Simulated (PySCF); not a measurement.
Isomers of C6H8N2OSi, one conformer each; single-point electronic energies without zero-point terms and without any empirical dispersion term.

Computed with PySCF at PBE0/pcSseg-1, non-relativistic, each on one gas-phase PBE0-D3(BJ)/def2-SVP geometry that isn't relaxed in the solvent. The solvent is an IEF-PCM continuum (Bondi radii, 1.10 Å for H, scaled by 1.2). The model holds no explicit solvent molecules, cavitation or dispersion.

```
                 isomer  relative energy, gas (kcal/mol)  dipole (D)
 `C#CC1=NC=CN1[SiH2]OC`                              0.0        5.16
`N#CC1(C#N)COCC[SiH2]1`                             12.3        5.70
   `C#C[SiH2]n1cncc1OC`                             21.4        2.98
```

How do the relative energies look in tetrahydrofuran (ε = 7.426)?

```tsv
isomer	relative energy, solvent (kcal/mol)	E(solvent) − E(gas) (kcal/mol)	dipole in solvent (D)
`C#CC1=NC=CN1[SiH2]OC`	0.0	-7.0	6.29
`N#CC1(C#N)COCC[SiH2]1`	10.4	-8.9	7.00
`C#C[SiH2]n1cncc1OC`	21.1	-7.3	3.72
```

The order is unchanged. Conformers: `[CH:1]#[C:2][c:3]1[n:4][cH:5][cH:6][n:7]1[SiH2:8][O:9][CH3:10]` with C6–N7–Si8–O9 1°, N7–Si8–O9–C10 -178°; `[N:1]#[C:2][C:3]1([C:4]#[N:5])[CH2:6][O:7][CH2:8][CH2:9][SiH2:10]1` with C2–C3–C6–O7 56°, C3–C6–O7–C8 75°, C6–O7–C8–C9 -71°, O7–C8–C9–Si10 56°; `[CH:1]#[C:2][SiH2:3][n:4]1[cH:5][n:6][cH:7][c:8]1[O:9][CH3:10]` with C2–Si3–N4–C5 0°, C7–C8–O9–C10 1°. `N#CC1(C#N)COCC[SiH2]1` gains most from the continuum, and it has the largest gas-phase dipole. The gains span 1.9 kcal/mol, the gas-phase energies 21.4 kcal/mol.
